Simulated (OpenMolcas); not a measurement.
Computed levels of 4s² 4p² in ions with 32 electrons, in cm-1 above ³P₀.

```json
{
  "Program": "OpenMolcas",
  "Method": "XMS-RASPT2, IPEA 0.25 Eh, imaginary shift 0.1 Eh",
  "Basis": "ANO-RCC-VTZP",
  "Scalar Hamiltonian": "DKH2, point nucleus",
  "Spin-orbit coupling": "RASSI with atomic mean-field integrals over the reference wave functions, term energies averaged over their components"
}
```

Active space for each ion: 4 electrons in 9 orbitals (RAS2 4s 4p; RAS3 4d, at most 2 electrons); closed shells correlated by CASPT2: 3d.

```json
{"Level": "³P₁", "As+": "951", "Br3+": "2330", "Kr4+": "3270"}
{"Level": "³P₂", "As+": "2320", "Br3+": "5150", "Kr4+": "6900"}
{"Level": "¹D₂", "As+": "10220", "Br3+": "16290", "Kr4+": "19500"}
{"Level": "¹S₀", "As+": "23290", "Br3+": "34430", "Kr4+": "39830"}
```

Task: Estimate ³P₂, ¹D₂, ¹S₀ for Se2+ from its neighbours As+ and Br3+.

Result: ³P₂ is fine structure, which grows about as the fourth power of a screened charge, so the fourth roots are averaged: ((2320^0.25 + 5150^0.25) / 2)^4 = 3526. The calculation gives 3580, so the estimate is off by -1.5 %; the measured value is 3937 (Moore, Atomic Energy Levels, vol. II, NSRDS-NBS 35 (1971 reprint of NBS Circular 467, 1952)).
¹D₂ is another term, which grows about linearly with the charge: (10220 + 16290) / 2 = 13255. The calculation gives 13240, so the estimate is off by +0.1 %; the measured value is 13032 (Moore, Atomic Energy Levels, vol. II, NSRDS-NBS 35 (1971 reprint of NBS Circular 467, 1952)).
¹S₀ is another term, which grows about linearly with the charge: (23290 + 34430) / 2 = 28860. The calculation gives 29000, so the estimate is off by -0.5 %.

CASPT2 breaks the degeneracy within a term, and the mean is taken; among the terms shown or strongly mixed into the levels shown the widest spread is 27 cm-1 (4s² 4p² ³P, As+). The run also gave levels led by 4s 4p² 4d, 4s² 4p 4d, which use shells meant for correlation; these and all levels above them are left out (holds for As+; Se2+). Active for correlation alone: 4d; no level in the range computed is led by a configuration that fills it, so any true level of that kind is missing (holds for Br3+; Kr4+). Measured partners are found by configuration, term and J. A level has none where our copy of the source lacks it or the pairing is in doubt (some pairs that miss far off the trend of their configuration count as doubtful), and it then counts in no deviation. Only configurations of the active space appear.
